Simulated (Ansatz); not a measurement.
The first iterations of a band of AlClFH5OSSi (11 atoms, charge 0, multiplicity 1).

All numbers below come from RKS PBE0-D4/def2-SVP in Ansatz 0.2.0.

```
movable images  : 9
climbing image  : yes
spring          : 5.0 eV/Å²
optimiser       : quadratic models (default)
start path      : through a guess of the saddle point
force threshold : 0.2 eV/Å
iteration limit : 60
end points      : relaxed
```

First end point:

```xyz
11
Properties=species:S:1:pos:R:3
Al 0.081 -0.117 0.580
Cl 0.563 -0.919 2.472
F 1.381 0.325 -0.373
O -1.345 -0.599 -0.187
Si -2.705 -1.210 -0.872
H -3.036 -2.549 -0.295
H -3.859 -0.289 -0.629
H -2.529 -1.358 -2.349
S -0.434 2.240 1.259
H 0.619 2.709 0.547
H 0.274 2.158 2.410
```

Last end point:

```xyz
11
Properties=species:S:1:pos:R:3
Al 0.040 -0.123 0.642
Cl 0.412 -0.791 2.610
F 1.395 0.160 -0.294
O -1.387 -0.589 -0.133
Si -2.711 -1.218 -0.870
H -2.806 -2.691 -0.633
H -3.950 -0.569 -0.339
H -2.654 -0.974 -2.344
S -0.358 2.303 1.116
H 0.788 2.639 0.479
H 0.241 2.244 2.329
```

| iteration | highest image above the first end (eV) | largest band force component (eV/Å) |
| --- | --- | --- |
| 1 | 7.904 | 41.627 |
| 2 | 1.982 | 10.075 |
| 3 | 1.340 | 5.740 |
| 4 | 0.977 | 1.982 |
| 5 | 0.739 | 0.956 |

Task: Does the band converge within its limit, and where does its top end?

Result: The run converged. It ended after 16 iterations with the highest image 0.027 eV above the first end. The threshold of 0.2 eV/Å is loose, so the images may lie well off the minimum-energy path. The order of the point at the top wasn't checked.

Run time: 5.1 min on 4 threads of Arm Neoverse V2, on a shared host, peak memory 0.33 GiB.
